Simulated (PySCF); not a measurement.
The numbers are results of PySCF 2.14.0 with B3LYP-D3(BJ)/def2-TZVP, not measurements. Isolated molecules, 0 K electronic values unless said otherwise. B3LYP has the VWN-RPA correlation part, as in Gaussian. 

Reference species (SMILES): `[CH](F)F` (neutral, multiplicity 2).

dipole moment: 1.37 D

Changed species: `F[C](F)F` (radical fragment; the reference has radical fragment).

Problem. Give the shifts of the dipole moment.

Solution. the dipole moment drops by 1.11 D, to 0.26 D.
